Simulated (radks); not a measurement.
Numerical settings for the oxygen ion O+, [He] 2s2 2p3. Calculated with a radial shooting solver on a logarithmic mesh with Libxc functionals: non-relativistic Kohn-Sham, LDA (Slater exchange, Perdew-Wang correlation), spin-polarised, spherical densities, point nucleus; open shells are filled with parallel spins first. The defaults (mesh step 0.008 in ln r, mesh end at 40 bohr or more with all orbitals vanishing there, Anderson mixing 0.5 over 9 steps, residual threshold near 1e-9 with the energy settled to 1e-9 hartree or 1e-11 of itself, here a cap of 50 iterations) give E = -74.0141 hartree and 2p at -26.438 eV in 13 iterations. Run on one thread of a shared host, so times are rough (Arm Neoverse N1): 0.09 s of CPU time, 0.09 s wall, 13 iterations on 2476 mesh points. Changes against that run (0 stands for a change within the tolerance of the run):

setting                    iterations         converged  E (mhartree)  e(2p) (meV)  CPU (s)
mesh step in ln r 0.003            13               yes             0            0     0.22
mesh step in ln r 0.08              2                no      diverged            -     0.01
mesh step in ln r 0.005            13               yes             0            0     0.13
mesh end (bohr) 1                  12  level above zero     +2.09e+04    +1.49e+05     0.06
mesh end (bohr) 400                13               yes             0            0     0.09
residual threshold 1e-16           50                no             0            0     0.24
residual threshold 1e-13           18               yes             0            0     0.11
mixing 0.01                        20               yes             0            0     0.13
linear mixing, mixing 0.8          18               yes             0            0      0.1
linear mixing, mixing 1            43               yes             0            0     0.21
mixing history 3                   16               yes             0            0      0.1
iteration cap 5                     5                no       +0.0186         +115     0.03

Settled on a wrong energy, with an occupied level pushed above zero by the early mesh end: mesh end (bohr) 1 (+20.9 hartree). Apart from these: no run marked as converged misses the energy by more than 1 mhartree. A mesh that ends early acts as a hard wall.
